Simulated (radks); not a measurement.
Species: Sb II. Configuration: [Kr] 4d10 5s2 5p2.

Method: Dirac Kohn-Sham, PBE, spin-unpolarised, spherical densities, point nucleus; open shells fill j = l - 1/2 first; computed with a radial shooting solver on a logarithmic mesh with Libxc functionals.

Energy parts (hartree):
total: -6483.22668
kinetic: 6841.68487
electron-nucleus: -15728.65605
Hartree: 2574.12554
exchange-correlation: -170.38104

Orbitals (lengths in bohr, moments of r in powers of bohr; r(max) is where P^2 peaks):
orbital  occ.  eigenvalue (hartree)   r(max)      <r>
1s1/2       2             -1113.258  0.01834  0.02842
2s1/2       2             -169.6070   0.1038   0.1222
2p1/2       2             -158.6877  0.07983   0.1033
2p3/2       4             -149.4336  0.08445   0.1087
3s1/2       2             -33.49542   0.3001   0.3302
3p1/2       2             -29.03348   0.2865   0.3208
3p3/2       4             -27.32588   0.2969   0.3321
3d3/2       4             -19.45023   0.2426   0.3033
3d5/2       6             -19.09538   0.2455   0.3069
4s1/2       2              -5.76498   0.7230   0.7908
4p1/2       2              -4.25645   0.7461   0.8325
4p3/2       4              -3.94085   0.7706   0.8616
4d3/2       4              -1.55721   0.8419    1.021
4d5/2       6              -1.51147   0.8510    1.035
5s1/2       2              -0.74982    1.876    2.164
5p1/2       2              -0.45257    2.199    2.613
5p3/2       0              -0.42577    2.286    2.716

The highest occupied level is 5p1/2 at -12.315 eV. For comparison, the ionisation energy in NIST's Atomic Spectra Database is 16.63 eV (measured). In exact Kohn-Sham theory the highest level is minus the ionisation energy, but local and semilocal functionals leave it too shallow, through self-interaction and a potential that decays too fast; potentials with the right tail come closer. Summed over all electrons, <r^2> = 47.34 bohr^2, which gives a Langevin (diamagnetic) susceptibility term of -37.5 x 10^-6 cm^3/mol. The density falls to 0.001 e/bohr^3 at r = 4.24 bohr.

Beside tabulated values, note that spin-unpolarised runs miss the spin-polarisation part of the exchange energy of open shells.
